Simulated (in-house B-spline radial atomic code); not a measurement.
Results of a calculation; reference values are marked as such.
## Making a Troullier-Martins d channel for Pd, r_c = 1.52 bohr

Pd, [Kr] 4d10, non-relativistic LDA (VWN5), spherical and spin-unpolarised, from an all-electron radial atomic-structure program (B-spline basis) (atomic units). The all-electron 4d level is ε = -0.160771 hartree, its outermost node lies just inside 0.45 bohr and its outer maximum at 1.09 bohr.

Inside r_c the pseudo-orbital is u(r) = r^3 exp(p(r)), with p = c0 + c2 r² + c4 r⁴ + … + c12 r¹². The seven coefficients follow from p and its first four derivatives at r_c, from zero curvature of the screened potential at the origin, c4 = −c2²/(2l + 5), and from the norm inside r_c. At r_c the all-electron orbital has P = 0.7318935, P' = -0.388096, the screened potential V = -1.578521, V' = 2.898013, V'' = -7.277313, and the norm inside is Q = 0.5746676.

(1) What are p, p' and p'' at r_c?

For a trial c2 the five matching conditions are linear in c0, c6, c8, c10 and c12, and c2 is varied until the norm inside r_c equals Q. The root nearest zero gives:

```tsv
n	c_n
0	1.42491
2	-1.634669
4	-0.2969049
6	0.520387
8	-0.2336895
10	0.04908042
12	-0.004087915
```

(2) Check c4 and p(r_c), and find the screened pseudopotential at the origin.

Orbitals and screened potentials:

```
r (bohr)        P        u  V all-electron  V pseudo
   0.152  -0.3353  0.01406          -170.7    -11.59
    0.38  -0.1791   0.1793          -37.93    -11.23
   0.608   0.4097   0.5014          -15.36    -9.685
   0.836   0.7486   0.7631          -7.655    -6.924
   1.064   0.8429   0.8468          -4.195     -4.15
   1.292   0.8112   0.8116          -2.481    -2.435
    1.52   0.7319   0.7319          -1.579    -1.579
```

Logarithmic derivatives P'/P at R = 1.82 bohr, for energies E around ε:

| E − ε (hartree) | all-electron | pseudo |
| --- | --- | --- |
| -0.5 | 0.565125 | 0.565298 |
| -0.25 | 0.0984518 | 0.0985255 |
| -0.1 | -0.290266 | -0.290251 |
| 0 | -0.626174 | -0.626177 |
| 0.1 | -1.05845 | -1.05842 |
| 0.25 | -2.02449 | -2.02411 |
| 0.5 | -6.50096 | -6.49266 |

(3) With P(R) = 0.6137826 and a norm of 0.7107741 inside R, what slope in energy does norm conservation fix?

Results:

(1) p = ln(P/r_c^3) = ln(0.7318935/3.51181) = -1.56825. p' = P'/P − 3/r_c = -0.53026 − 1.97368 = -2.50395. The radial equation gives p'' = 2(V − ε) − 2(3) p'/r_c − p'² = -2.83550 − (-9.88400) − 6.26975 = 0.77875. Differentiating, p''' = 2V' + 2(3)p'/r_c² − 2(3)p''/r_c − 2p'p'' = 0.11928, and p'''' = 2V'' − 4(3)p'/r_c³ + 4(3)p''/r_c² − 2(3)p'''/r_c − 2p''² − 2p'p''' = -3.0402.

(2) −c2²/9 = -0.296905, as listed. The terms c_n r_c^n are 1.42491, -3.77674, -1.58486, 6.41783, -6.65868, 3.23105, -0.62176, which sum to -1.56825. Inverting the radial equation, V_l(r) = ε + 3 p'/r + (p'' + p'²)/2, so V_l(0) = ε + (2l + 3) c2 = -0.160771 + 7 × (-1.63467) = -11.6035 hartree, finite where the all-electron potential diverges.

(3) d(P'/P)/dE = −2 × (norm inside R)/P(R)² = -3.7734 per hartree·bohr at E = ε, for both atoms, since orbital and norm agree at R. Differences over ±0.1 hartree give -3.8409 (all-electron) and -3.8408 (pseudo), which also hold third-order terms. Half a hartree below ε the two curves differ by +0.0002.
